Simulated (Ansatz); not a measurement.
Reactions of `[CH3][In]([SH])[Cl]`.

Computed with Ansatz on PBE0-D4/def2-TZVP structures; ΔE is electronic, products minus reactants. CBS: MP2 limit from def2 TZ/QZ plus the TZ coupled-cluster correction, frozen cores. This one scheme is used for every species, atoms too. DFT in def2-TZVPP. Open shells (•) are unrestricted, without spin–orbit coupling. Spin–orbit coupling would lower the free atoms: a little for C, Cl, S; strongly for In. Elements past krypton have def2 core potentials. Bonds to Br, I, In, Se are less sure, by a few kJ/mol each and by 10 to 20 or more in all where they break to atoms, as the def2 sets lack core-valence functions. Scalar relativity is left out up to krypton. Each species was taken in one conformer, which may not be the lowest.

```tsv
reaction	r2SCAN-D4 (kJ/mol)	PBE0-D4 (kJ/mol)	CCSD(T)/CBS(def2) (kJ/mol)
`[CH3][In]([SH])[Cl]` → C• + Cl• + 4 H• + In• + S•	2500	2486	2499
`[CH3][In]([SH])[Cl]` + HI → `[CH3][In]([Cl])[I]` + H₂S	-52	-53	-58
`[CH3][In]([SH])[Cl]` + H₂S → `[SH][In]([SH])[Cl]` + CH₄	-104	-102	-99
`[CH3][In]([SH])[Cl]` + HBr → `[CH3][In]([SH])[Br]` + HCl	-17	-19	-20
`[CH3][In]([SH])[Cl]` → `[CH3]`• + `[SH][In][Cl]`•	247	264	284
`[CH3][In]([SH])[Cl]` → `[CH3][In][Cl]`• + `[SH]`•	307	314	328
`[CH3][In]([SH])[Cl]` + H₂Se → `[CH3][In]([Cl])[SeH]` + H₂S	-19	-20	-22
`[CH3][In]([SH])[Cl]` + `O[SiH3]` → `[CH3][In]([SH])[SiH2]O` + HCl	104	97	107
`[CH3][In]([SH])[Cl]` + HCl → `[SH][In]([Cl])[Cl]` + CH₄	-125	-121	-119
`[CH3][In]([SH])[Cl]` → Cl• + `[CH3][In][SH]`•	403	404	417
```

Largest T1 diagnostic: 0.018, for `[SH][In][Cl]`•.
